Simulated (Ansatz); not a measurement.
Harmonic vibrations of AgBrF₃P, SMILES `F[P+](F)(F)[Ag-][Br]` by finite differences.

```yaml
crystal:
  periodic: [false, false, false]
  atoms:
    - {symbol: F, position_ang: [0.702231, -0.862986, 1.716060]}
    - {symbol: P, position_ang: [0.453341, -0.624361, 0.208819]}
    - {symbol: F, position_ang: [-0.011438, -2.038815, -0.208326]}
    - {symbol: F, position_ang: [1.910009, -0.662748, -0.308221]}
    - {symbol: Ag, position_ang: [-0.850303, 1.159174, -0.392609]}
    - {symbol: Br, position_ang: [-2.203840, 3.029735, -1.015713]}
basis:
  gaussian: {orbitals: def2-TZVP}
hamiltonian: {xc: pbe0, dispersion: d4}
phonons: {temperatures: {t_min: 298.15, t_max: 900, t_step: 200}}
```

```sh
$ ansatz run in.yaml --threads 4 --pin off --events-out ev --progress --plain --max-ram 11315MiB
```

Shortened log:

```
Functional definition: PBE0
mean field -91475.21258573 eV, -3361.6520583995 hartree, gradient 1.2e-5 eV, S^2 0.000000; 0 other end points of the search recorded, 0 dependent functions left out
mean field -91475.21258333 eV, -3361.6520583113 hartree, gradient 8.3e-7 eV, S^2 0.000000; 0 other end points of the search recorded, 0 dependent functions left out
mean field -91475.21255951 eV, -3361.6520574360 hartree, gradient 8.3e-7 eV, S^2 0.000000; 0 other end points of the search recorded, 0 dependent functions left out
mean field -91475.21255944 eV, -3361.6520574333 hartree, gradient 8.3e-7 eV, S^2 0.000000; 0 other end points of the search recorded, 0 dependent functions left out
mean field -91475.21258400 eV, -3361.6520583358 hartree, gradient 8.3e-7 eV, S^2 0.000000; 0 other end points of the search recorded, 0 dependent functions left out
mean field -91475.21248265 eV, -3361.6520546113 hartree, gradient 8.3e-7 eV, S^2 0.000000; 0 other end points of the search recorded, 0 dependent functions left out
mean field -91475.21245719 eV, -3361.6520536756 hartree, gradient 8.3e-7 eV, S^2 0.000000; 0 other end points of the search recorded, 0 dependent functions left out
mean field -91475.21244956 eV, -3361.6520533952 hartree, gradient 8.3e-7 eV, S^2 0.000000; 0 other end points of the search recorded, 0 dependent functions left out
mean field -91475.21242946 eV, -3361.6520526565 hartree, gradient 8.3e-7 eV, S^2 0.000000; 0 other end points of the search recorded, 0 dependent functions left out
mean field -91475.21241974 eV, -3361.6520522995 hartree, gradient 8.3e-7 eV, S^2 0.000000; 0 other end points of the search recorded, 0 dependent functions left out
mean field -91475.21245780 eV, -3361.6520536983 hartree, gradient 8.3e-7 eV, S^2 0.000000; 0 other end points of the search recorded, 0 dependent functions left out
mean field -91475.21244385 eV, -3361.6520531855 hartree, gradient 8.3e-7 eV, S^2 0.000000; 0 other end points of the search recorded, 0 dependent functions left out
mean field -91475.21243627 eV, -3361.6520529070 hartree, gradient 8.3e-7 eV, S^2 0.000000; 0 other end points of the search recorded, 0 dependent functions left out
mean field -91475.21256514 eV, -3361.6520576428 hartree, gradient 8.3e-7 eV, S^2 0.000000; 0 other end points of the search recorded, 0 dependent functions left out
mean field -91475.21255920 eV, -3361.6520574247 hartree, gradient 8.3e-7 eV, S^2 0.000000; 0 other end points of the search recorded, 0 dependent functions left out
mean field -91475.21246686 eV, -3361.6520540311 hartree, gradient 8.3e-7 eV, S^2 0.000000; 0 other end points of the search recorded, 0 dependent functions left out
mean field -91475.21250484 eV, -3361.6520554270 hartree, gradient 8.3e-7 eV, S^2 0.000000; 0 other end points of the search recorded, 0 dependent functions left out
mean field -91475.21256429 eV, -3361.6520576116 hartree, gradient 8.3e-7 eV, S^2 0.000000; 0 other end points of the search recorded, 0 dependent functions left out
mean field -91475.21256581 eV, -3361.6520576674 hartree, gradient 8.3e-7 eV, S^2 0.000000; 0 other end points of the search recorded, 0 dependent functions left out
mean field -91475.21249537 eV, -3361.6520550790 hartree, gradient 8.3e-7 eV, S^2 0.000000; 0 other end points of the search recorded, 0 dependent functions left out
mean field -91475.21246256 eV, -3361.6520538730 hartree, gradient 8.3e-7 eV, S^2 0.000000; 0 other end points of the search recorded, 0 dependent functions left out
mean field -91475.21256156 eV, -3361.6520575113 hartree, gradient 8.3e-7 eV, S^2 0.000000; 0 other end points of the search recorded, 0 dependent functions left out
mean field -91475.21258546 eV, -3361.6520583895 hartree, gradient 8.3e-7 eV, S^2 0.000000; 0 other end points of the search recorded, 0 dependent functions left out
mean field -91475.21256374 eV, -3361.6520575914 hartree, gradient 8.3e-7 eV, S^2 0.000000; 0 other end points of the search recorded, 0 dependent functions left out
mean field -91475.21255742 eV, -3361.6520573592 hartree, gradient 8.3e-7 eV, S^2 0.000000; 0 other end points of the search recorded, 0 dependent functions left out
mean field -91475.21254565 eV, -3361.6520569265 hartree, gradient 8.3e-7 eV, S^2 0.000000; 0 other end points of the search recorded, 0 dependent functions left out
mean field -91475.21257920 eV, -3361.6520581596 hartree, gradient 8.3e-7 eV, S^2 0.000000; 0 other end points of the search recorded, 0 dependent functions left out
mean field -91475.21258395 eV, -3361.6520583342 hartree, gradient 8.3e-7 eV, S^2 0.000000; 0 other end points of the search recorded, 0 dependent functions left out
mean field -91475.21251020 eV, -3361.6520556237 hartree, gradient 8.3e-7 eV, S^2 0.000000; 0 other end points of the search recorded, 0 dependent functions left out
mean field -91475.21256886 eV, -3361.6520577794 hartree, gradient 8.3e-7 eV, S^2 0.000000; 0 other end points of the search recorded, 0 dependent functions left out
mean field -91475.21258306 eV, -3361.6520583014 hartree, gradient 8.3e-7 eV, S^2 0.000000; 0 other end points of the search recorded, 0 dependent functions left out
mean field -91475.21254961 eV, -3361.6520570722 hartree, gradient 8.3e-7 eV, S^2 0.000000; 0 other end points of the search recorded, 0 dependent functions left out
mean field -91475.21259878 eV, -3361.6520588790 hartree, gradient 8.3e-7 eV, S^2 0.000000; 0 other end points of the search recorded, 0 dependent functions left out
mean field -91475.21258977 eV, -3361.6520585480 hartree, gradient 8.3e-7 eV, S^2 0.000000; 0 other end points of the search recorded, 0 dependent functions left out
mean field -91475.21253893 eV, -3361.6520566796 hartree, gradient 8.3e-7 eV, S^2 0.000000; 0 other end points of the search recorded, 0 dependent functions left out
mean field -91475.21257091 eV, -3361.6520578548 hartree, gradient 8.3e-7 eV, S^2 0.000000; 0 other end points of the search recorded, 0 dependent functions left out
mean field -91475.21259458 eV, -3361.6520587247 hartree, gradient 8.3e-7 eV, S^2 0.000000; 0 other end points of the search recorded, 0 dependent functions left out
Total energy: -91475.37209309 eV, -3361.6579201867 hartree
Atom 0 at     0.702231    -0.862986     1.716060 Å, force     0.002063    -0.001481    -0.000135 eV/Å
Atom 1 at     0.453341    -0.624361     0.208819 Å, force    -0.002295     0.001180    -0.001247 eV/Å
Atom 2 at    -0.011438    -2.038815    -0.208326 Å, force     0.000399    -0.000822    -0.000122 eV/Å
Atom 3 at     1.910009    -0.662748    -0.308221 Å, force     0.000402    -0.001882     0.001716 eV/Å
Atom 4 at    -0.850303     1.159174    -0.392609 Å, force     0.000552     0.004828     0.000511 eV/Å
Atom 5 at    -2.203840     3.029735    -1.015713 Å, force    -0.001120    -0.001822    -0.000722 eV/Å
Dipole moment:     0.681009    -0.939776     0.313578 e Å
Vibrations: 44.57 44.66 157.35 157.48 168.00 279.10 359.02 359.10 507.09 925.18 943.43 943.50 cm⁻¹, zero-point energy 0.303046 eV
```

Hardware: 4 threads of an Arm Neoverse V2 on a shared host. Wall time 110 s, peak host memory 0.75 GiB.
